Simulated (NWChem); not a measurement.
Species: formate (CHO₂ anion); SMILES O=C[O-]

```xyz
4

O      1.1360     0.0000    -0.2056
C      0.0000     0.0000     0.3219
O     -1.1360     0.0000    -0.2056
H      0.0000     0.0000     1.4666
```
Atoms are numbered in this order, from 1.

Level: B3LYP/def2-SVPD (NWChem), optimised geometry, unscaled harmonic frequencies. 

```csv
frequency (cm⁻¹),IR intensity (km/mol)
749,20.9
1041,1.4
1360,126.7
1369,9.1
1688,885.9
2591,514.8
```

| Item | Result |
|---|---|
| zero-point energy | 12.6 kcal/mol |
| thermal correction to the enthalpy at 298.15 K (with zero-point energy) | 15.0 kcal/mol |
| heat capacity Cv | 7.3 cal/(mol K) |
| entropy at 298.15 K and 1 atm (symmetry number 2) | 57.0 cal/(mol K) |

Rigid rotor and harmonic oscillator.
